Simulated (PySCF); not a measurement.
## Basis and Hamiltonian dependence of the excitation energy of Mn⁺

Mn⁺ [Ar] 3d5 4s1 (7S) → Mn⁺ [Ar] 3d6 (5D). Calculated with PySCF 2.14 from differences of total energies of unrestricted determinants, without spin-orbit coupling. Values in eV.

| basis | Hamiltonian | functions | UHF | PBE | PBE0 | MP2 (valence) | CCSD(T) (valence) |
| --- | --- | --- | --- | --- | --- | --- | --- |
| aug-cc-pVDZ-DK | spin-free X2C | 59 | 3.527 | 1.578 | 1.864 | 2.275 | 2.320 |
| aug-cc-pVDZ | non-relativistic | 59 | 3.254 | 1.284 | 1.572 | 2.001 | 2.045 |
| x2c-TZVPPall | spin-free X2C | 64 | 3.502 | 1.477 | 1.783 | 2.099 | 2.144 |
| def2-TZVPPD | non-relativistic | 67 | 3.227 | 1.187 | 1.494 | 1.826 | 1.871 |
| aug-cc-pVTZ | non-relativistic | 93 | 3.233 | 1.214 | 1.515 | 1.798 | 1.856 |
| def2-QZVPPD | non-relativistic | 100 | 3.230 | 1.208 | 1.509 | 1.774 | n/a |
| x2c-QZVPPall | spin-free X2C | 103 | 3.506 | 1.492 | 1.794 | 2.049 | n/a |
| aug-cc-pwCVTZ | non-relativistic | 127 | 3.229 | 1.205 | 1.507 | 1.727 | n/a |
| aug-cc-pwCVTZ-DK | spin-free X2C | 127 | 3.504 | 1.492 | 1.794 | 2.002 | n/a |
| x2c-QZVPPall with one added diffuse shell each of s, p, d, f, g type | spin-free X2C | 128 | 3.505 | 1.492 | 1.794 | 2.043 | n/a |

Frozen in the all-electron rows: valence: [Ar].

Non-relativistic rows lack the scalar-relativistic shift.

Reference for a calculation without spin-orbit coupling: 1.808 eV (measured, between term centres; NIST).
